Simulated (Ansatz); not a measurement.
Consider the redistribution: `F[SiH2]S[SiH](F)F` + `C[O][GeH2][Cl]` → `CO[SiH2]S[SiH](F)F` + `[F][GeH2][Cl]`.

Program: Ansatz. Geometries: PBE0-D4/def2-TZVP. ΔE: electronic, gas phase. CCSD(T)/CBS adds triple-zeta CCSD(T) − MP2 to the extrapolated MP2 energy (def2 sets, frozen cores). DFT in def2-TZVPP. B3LYP here is the variant with VWN-RPA as its local correlation; programs differ in this. For Ge outer-core shells are correlated without core-valence functions, which leaves a few kJ/mol of doubt a bond. Scalar relativity is left out up to krypton. Each species was taken in one conformer, which may not be the lowest.

(1) Is it downhill or uphill in electronic energy at CCSD(T)/CBS, and by how much? (Estimate.)

(2) What do these levels give: PBE, r2SCAN, B3LYP, CCSD/def2-TZVPP, HF/def2-QZVPP, HF/CBS(def2)? (An estimate is asked.)

Largest T1 diagnostic among the species: 0.012.

Answers

(1) The calculation gave: Uphill: ΔE = +5.1 kJ/mol.

(2) Ansatz gave: PBE 3.5, r2SCAN 1.8, B3LYP 3.7, CCSD/def2-TZVPP 4.2, HF/def2-QZVPP 2.6, HF/CBS(def2) 2.5 kJ/mol.

The D4 term adds −4.9 kJ/mol with B3LYP and −2.9 kJ/mol with PBE0; it sums over pairs of atoms, weighted by their polarisabilities, and B3LYP, whose exchange is more repulsive, gets the larger term.
